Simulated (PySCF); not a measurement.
How methods differ on the excitation energy of Sc

Sc [Ar] 3d1 4s2 (2D) → Sc [Ar] 3d2 4s1 (4F), as a difference of total energies. Calculation: PySCF 2.14, in aug-cc-pVTZ-DK; scalar relativity by spin-free X2C-1e. Correlated levels: valence: [Ar] frozen. The calculations carry no spin-orbit coupling.

| method | excitation energy (cm⁻¹) | error (cm⁻¹) |
| --- | --- | --- |
| UHF | 8954.5 | -2555 |
| MP2 (valence) | 12505 | +996 |
| SCS-MP2 (valence) | 15183 | +3673 |
| CCSD (valence) | 13521 | +2011 |
| CCSD(T) (valence) | 13700 | +2191 |

Reference: 11509 cm⁻¹ (measured; NIST levels, between the centres of gravity of the two terms).

Errors of the correlated levels include the incompleteness of this basis and the frozen core.
